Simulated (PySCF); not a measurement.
Species: trans-Ge(PH3)2Cl4.
Bonds: Ge1–P2, Ge1–P6, Ge1–Cl10, Ge1–Cl11, Ge1–Cl12, Ge1–Cl13. Hydrogens: H3, H4, H5 on P2; H7, H8, H9 on P6.

Computed by this run: PBE0-D3(BJ)/def2-SVP geometry optimisation, gas phase in PySCF 2.14.0; density fitting, grid level 1; the optimiser is geomeTRIC in internal coordinates, started from a GFN1-xTB structure with every atom displaced at random (about 0.03 Å).

Step 0: E = -125228.2517 eV
```
atom  x, y, z in Å  |  force x, y, z in eV/Å
Ge1     0.0664   -0.0893    0.0118   -1.471   1.968  -0.265
P2     -0.0429   -0.0085    2.5019    1.195  -1.000  -0.659
H3      0.3373    1.0817    3.2166    0.497   1.484   0.394
H4      0.8829   -0.9058    3.1214   -0.257  -0.008  -0.269
H5     -1.1500   -0.2706    3.2434   -1.404  -0.513   0.523
P6      0.0155    0.0132   -2.5164    1.399   0.424   1.597
H7      1.1453    0.3373   -3.2763    0.593   0.060   0.052
H8     -0.7999    0.8936   -3.1153   -1.399   1.381  -0.496
H9     -0.3401   -1.0761   -3.2079   -0.609  -1.893  -0.876
Cl10    2.2492   -0.0236    0.1803    0.463  -0.166  -0.016
Cl11   -2.2756   -0.0156   -0.1164    0.728   0.093  -0.022
Cl12    0.0354    2.2476   -0.0811    0.016  -0.751   0.006
Cl13   -0.0927   -2.2359    0.0602    0.248  -1.078   0.030
```

Step 1: E = -125228.6779 eV
```
atom  x, y, z in Å  |  force x, y, z in eV/Å
Ge1     0.0770   -0.0844    0.0060   -0.853   0.795  -0.176
P2     -0.0418   -0.0015    2.4941    0.189  -0.003   0.361
H3      0.3569    1.1856    3.1660   -0.059  -0.017  -0.195
H4      0.8547   -0.9119    3.1051   -0.045  -0.053  -0.030
H5     -1.2380   -0.2951    3.2023    0.034  -0.006  -0.190
P6      0.0142    0.0306   -2.4883   -0.006  -0.037  -0.310
H7      1.1909    0.3639   -3.2120    0.001  -0.032   0.142
H8     -0.8807    0.9835   -3.0390    0.020  -0.081   0.186
H9     -0.3747   -1.1397   -3.1961    0.011   0.061   0.104
Cl10    2.2868   -0.1215    0.1405    0.206   0.198   0.023
Cl11   -2.2069    0.0320   -0.1128    0.140  -0.329  -0.011
Cl12   -0.0158    2.1923   -0.0989    0.451  -0.101   0.063
Cl13    0.0082   -2.2860    0.0554   -0.089  -0.395   0.033
```

Step 2: E = -125228.6397 eV
```
atom  x, y, z in Å  |  force x, y, z in eV/Å
Ge1     0.0528   -0.0731   -0.0015   -0.266   0.239  -0.032
P2     -0.0331   -0.0072    2.4812   -0.120   0.164   0.274
H3      0.3655    1.2166    3.1110   -0.150  -0.332  -0.191
H4      0.8500   -0.9292    3.0849    0.014  -0.036   0.033
H5     -1.2611   -0.3098    3.1538    0.305   0.113  -0.182
P6     -0.0034    0.0278   -2.4729   -0.204  -0.151  -0.451
H7      1.1944    0.3627   -3.1646   -0.132  -0.020   0.069
H8     -0.9257    0.9993   -2.9839    0.310  -0.317   0.188
H9     -0.4034   -1.1653   -3.1728    0.122   0.437   0.245
Cl10    2.2748    0.0386    0.1679    0.325  -0.654   0.033
Cl11   -2.2045   -0.0857   -0.1569   -0.032   0.348   0.025
Cl12    0.1897    2.1778   -0.0757   -0.592   0.289  -0.074
Cl13   -0.0653   -2.3046    0.0518    0.421  -0.079   0.064
```

Step 3: E = -125228.7560 eV
```
atom  x, y, z in Å  |  force x, y, z in eV/Å
Ge1     0.0490   -0.0578   -0.0011   -0.243   0.247  -0.042
P2     -0.0282   -0.0136    2.4785    0.034   0.026   0.080
H3      0.3646    1.1959    3.1102   -0.069  -0.084  -0.055
H4      0.8560   -0.9401    3.0784   -0.013   0.000  -0.020
H5     -1.2463   -0.3151    3.1436    0.076   0.056  -0.075
P6      0.0003    0.0315   -2.4705   -0.030  -0.143  -0.165
H7      1.1940    0.3647   -3.1596   -0.029  -0.001   0.029
H8     -0.9111    0.9922   -2.9794    0.101  -0.105   0.093
H9     -0.3958   -1.1487   -3.1622    0.043   0.152   0.086
Cl10    2.2800   -0.0473    0.1763    0.086  -0.110  -0.022
Cl11   -2.2109   -0.0276   -0.1568    0.029   0.060   0.040
Cl12    0.0946    2.2050   -0.1272   -0.078  -0.017   0.056
Cl13   -0.0155   -2.2911    0.0920    0.093  -0.082  -0.005
```

**Question.** Estimate the geometry and energy of step 4. (The exact step hangs on the optimiser's Hessian estimate; all steps are aligned on step 3, rigid shifts and turns removed.)

**Answer.** E = -125228.7625 eV, largest force 0.188 eV/Å
```
atom  x, y, z in Å  |  force x, y, z in eV/Å
Ge1     0.0450   -0.0559   -0.0023   -0.126   0.137   0.021
P2     -0.0325    0.0001    2.4677    0.128  -0.117  -0.004
H3      0.3491    1.2120    3.0886   -0.010   0.004  -0.016
H4      0.8464   -0.9249    3.0751   -0.004  -0.012   0.046
H5     -1.2546   -0.2913    3.1176   -0.016   0.008  -0.022
P6      0.0086    0.0185   -2.4649    0.028  -0.014  -0.010
H7      1.2038    0.3522   -3.1463   -0.001   0.012   0.015
H8     -0.8985    0.9759   -2.9652   -0.014   0.026  -0.031
H9     -0.3850   -1.1551   -3.1520   -0.011   0.011   0.032
Cl10    2.2858   -0.0813    0.1062    0.024   0.027   0.034
Cl11   -2.2136   -0.0121   -0.1107    0.002  -0.034  -0.035
Cl12    0.0670    2.2070   -0.0290    0.026  -0.015  -0.080
Cl13    0.0092   -2.2972    0.0375   -0.027  -0.033   0.050
```

The energy changes by -0.0065 eV. The first-order estimate −F·Δx gives -0.0292 eV and the mean of the old and new forces, exact on a quadratic surface, -0.0057 eV. The step makes an angle of 72° with the force vector and moves no atom by more than 0.102 Å.

What follows is the cost of the whole optimisation. The run took 10 min wall, 7.9 min CPU on one thread, Intel Xeon at 2.50 GHz (x86_64), on a shared host, and the process peaked at 0.90 GiB of memory.
